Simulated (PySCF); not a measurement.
## Bond length, frequency and bond energy of KC by level of theory

State: ⁴Σ⁻ (quartet), unpaired electrons σ ↑, π ↑↑. Set-up: K def2-SVP, C def2-SVP; no relativity (PySCF 2.14). De refers to K + C in their high-spin ground configurations, without counterpoise correction. The functionals are run spin-unrestricted. A positive dipole means K(−)C(+).

```tsv
Level	Re (Å)	ωe (cm⁻¹)	De (eV)	μ (D)	CPU s a point (SCF and correlation, without the integrals)
UHF	2.601	374	1.43	-10.15	0.076
UHF-MP2	2.579	372	1.81	n/a	0.11
UHF-SCS-MP2	2.580	373	1.61	n/a	n/a
UHF-CCSD	2.581	369	1.68	n/a	n/a
UHF-CCSD(T)	2.582	368	1.70	n/a	1.4
PBE	2.567	349	2.18	-7.77	0.48
PW91	2.560	352	2.22	-7.86	0.35
TPSS	2.567	356	2.20	-8.27	1.2
r²SCAN	2.568	366	2.25	-8.87	0.62
PBE0	2.547	371	2.09	-8.81	0.74
HSE06	2.548	371	2.08	-8.73	0.71
B2PLYP	2.563	369	1.80	-9.39	0.39
```

(1) Which functional lies closest to UHF-CCSD(T) in De, which farthest, and by how much do they differ from it?

(2) What does a quarter of exact exchange do here, going from PBE to PBE0?

(3) What does second-order correlation do here, going from UHF to UHF-MP2?

Correlated steps freeze 6 core orbitals. Correlated levels converge slowly with the basis: in double zeta they bind strong bonds too weakly, by up to about 1 eV, and carry superposition errors of some tenths. B2PLYP dipoles, levels and charges come from its SCF part alone. The state was picked by a PBE0 search and need not be the measured ground state.

The whole job (state search and all levels along the bond) took about 1.5 min on 1 thread of Intel Xeon Platinum 8259CL @ 2.50GHz (shared host), peak memory 0.45 GiB.

## Answers

(1) Closest is B2PLYP (-1.9 pm in Re, +0.3 % in ωe, +0.10 eV in De against UHF-CCSD(T) in the same basis), farthest r²SCAN (-1.4 pm in Re, -0.5 % in ωe, +0.55 eV in De). CCSD(T) converges more slowly with the basis than the functionals do and binds too weakly in this one, so the order can change at the basis-set limit.

(2) PBE0 less PBE: -2.0 pm in Re, +6.3 % in ωe, -0.09 eV in De. Exact exchange removes part of the self-interaction that spreads semilocal densities, and in most molecules shortens and stiffens the bond and lowers De; so it does here.

(3) UHF-MP2 less UHF: -2.2 pm in Re, -0.5 % in ωe, +0.38 eV in De. Correlation nearly always deepens the well. The bond shortens, as in weak, metallic or heavy-atom bonds, where dispersion and the correlation of outer-core electrons pull the atoms together.
